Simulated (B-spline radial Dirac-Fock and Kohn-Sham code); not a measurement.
**Kohn-Sham estimates against Dirac-Fock for the levels of Re⁺**

System: rhenium as Re⁺ in the configuration [Xe] 4f14 5d5 6s1.

The density-functional columns are spherical, spin-unpolarised Dirac-Kohn-Sham results without Breit or QED terms: −ε is minus the orbital energy of the initial state and ΔSCF the difference of two total energies. The reference in the last column comes from relaxed Dirac-Fock hole states (ΔSCF) with Breit and QED corrections and a finite nucleus. All numbers are from a radial atomic solver, in eV; a selection of levels is shown. The Kohn-Sham columns are given as differences from the reference. For the 1s level of heavy atoms much of the gap between ΔSCF and the reference is the Breit and QED part, -365.2 eV here; for other levels the error of the functional can be larger.

| level | PBE −ε − DF | PBE ΔSCF − DF | LDA −ε − DF | LDA ΔSCF − DF | Dirac-Fock |
| --- | --- | --- | --- | --- | --- |
| K | -150.6 | +415.0 | -210.1 | +353.7 | 71690.6 |
| L1 | -151.3 | -49.3 | -160.0 | -57.7 | 12553.3 |
| L2 | -107.6 | +24.6 | -111.5 | +20.8 | 11977.4 |
| L3 | -123.7 | -10.9 | -126.1 | -13.2 | 10553.9 |
| M1 | -80.9 | -52.2 | -83.3 | -54.5 | 2957.9 |
| M2 | -64.5 | -33.5 | -65.4 | -34.3 | 2703.4 |
| M3 | -64.2 | -36.3 | -64.7 | -36.7 | 2390.5 |
| M4 | -43.1 | -9.1 | -43.0 | -8.9 | 1968.5 |
| M5 | -44.4 | -11.6 | -44.2 | -11.3 | 1901.9 |
| N1 | -43.2 | -30.3 | -44.3 | -31.4 | 649.7 |
| N2 | -36.1 | -23.3 | -36.6 | -23.7 | 543.1 |
| N3 | -35.9 | -23.7 | -36.6 | -24.3 | 470.0 |
| N4 | -24.4 | -12.4 | -24.4 | -12.4 | 294.9 |
| N5 | -24.4 | -12.6 | -24.5 | -12.6 | 281.5 |
| N6 | -8.1 | +2.8 | -7.7 | +3.2 | 59.42 |
| N7 | -8.2 | +2.6 | -7.8 | +3.0 | 57.03 |
| O2 | -7.6 | -0.7 | -7.2 | -0.3 | 70.33 |
| O3 | -7.6 | -1.0 | -7.4 | -0.8 | 59.39 |
| O4,5 | -3.7 | +1.5 | -3.4 | +1.8 | 16.64 |
| P1 | -2.0 | +1.7 | -1.6 | +2.0 | 14.64 |

For the outermost level NIST gives 16.6 ± 0.5 eV (semi-empirical); the differences from it are PBE −ε -3.92, PBE ΔSCF -0.28, LDA −ε -3.61, LDA ΔSCF +0.07, Dirac-Fock -1.96 eV.

Values without a named source are computed, but for edge energies of neutral atoms, which are taken from tables.
